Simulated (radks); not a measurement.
The numbers below are computed, except where a source is named.
Problem. The mean radii <r> (bohr) of the occupied orbitals of an atom or ion are listed with their occupations. Code: a radial shooting solver on a logarithmic mesh with Libxc functionals. Model: Dirac Kohn-Sham, PBE, spin-unpolarised, spherical densities, finite nucleus; Fermi nuclear charge, rms radius of each element as measured or else 0.836 A^(1/3) + 0.57 fm.

orbital  occ.      <r>
1s1/2       2  0.04275
2s1/2       2   0.1893
2p1/2       2   0.1628
2p3/2       4   0.1666
3s1/2       2   0.5467
3p1/2       2   0.5506
3p3/2       4   0.5606
3d3/2       4   0.5697
3d5/2       5   0.5734
4s1/2       2    1.572
4p1/2       2    1.836
4p3/2       3    1.871

Name the element and its charge. Open shells, if any, fill j = l - 1/2 first.

Solution. Z = 35, bromine, charge +1: Br+ in [Ar] 3d9 4s2 4p5. The 1s radius gives Z: for a bare nucleus <r> = (2 gamma + 1)/(2Z) with gamma = sqrt(1 - (Z/c)^2), 0.04191 bohr for Z = 35, and screening makes it slightly larger (0.04275 here). The occupations add up to 34, and the charge is Z minus that.
